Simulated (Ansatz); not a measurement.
Reaction (formal exchange of groups at a B–C bond): `BC1=CC1` + `C[O][GeH3]` → `[BH2][GeH2][O]C` + `C1=CC1`

Isolated molecules relaxed with PBE0-D4/def2-TZVP in Ansatz; ΔE leaves out vibrations. CBS: MP2 limit from def2 TZ/QZ plus the TZ coupled-cluster correction, frozen cores. This one scheme is used for every species. Functionals use def2-TZVPP. For Ge outer-core shells are correlated without core-valence functions, which leaves a few kJ/mol of doubt a bond. Scalar relativity is left out up to krypton. Each species was taken in one conformer, which may not be the lowest.

`BC1=CC1`:

Cartesian coordinates in Å:
```
B 0.524 0.900 -0.764
C -0.737 0.629 -0.031
C -1.197 -0.302 0.722
C 0.192 -0.676 0.307
H 1.361 1.578 -0.244
H 0.597 0.601 -1.919
H -2.016 -0.668 1.310
H 0.978 -0.597 1.054
H 0.299 -1.465 -0.435
```

`C[O][GeH3]`:

```xyz
9

C     0.829   -0.199   -1.076
O    -0.353    0.448   -0.679
Ge   -0.880    0.253    1.010
H     1.001    0.025   -2.131
H     0.763   -1.290   -0.966
H     1.703    0.148   -0.508
H    -1.111   -1.245    1.292
H    -2.173    1.065    1.115
H     0.222    0.794    1.943
```

`[BH2][GeH2][O]C`:

```xyz
11

B    -1.862   -0.398   -1.576
Ge   -0.775   -0.178    0.147
O     0.913    0.210   -0.295
C     1.836    0.405    0.744
H    -1.354   -0.271   -2.647
H    -3.026   -0.658   -1.512
H    -1.296    0.966    1.053
H    -0.749   -1.461    1.016
H     1.554    1.242    1.398
H     1.950   -0.491    1.371
H     2.809    0.633    0.301
```

`C1=CC1`:

Z-matrix (Å, degrees):
```
C
C 1 1.498
C 1 1.498 2 50.9
H 1 1.090 2 119.6 3 105.7
H 1 1.090 2 119.6 3 -105.7
H 2 1.076 1 145.6 3 -180.0
H 3 1.076 1 145.6 2 180.0
```

```
         level  ΔE (eV)
       ωB97X-V     0.69
MP2/def2-QZVPP     0.86
```

Question: What does CCSD(T)/CBS give? (Best estimate.)

Answer: Ansatz gave: +0.72 eV. The listed levels differ from it by -0.03, 0.14 eV.

Largest T1 diagnostic among the species: 0.012.

From PBE to PBE0 (25 % exact exchange), in def2-TZVPP and without D4, ΔE moves by −0.06 eV. In def2-TZVPP, CCSD(T) changes the Hartree–Fock value by +0.33 eV (the triples alone add +0.08 eV) and MP2 by +0.45 eV.
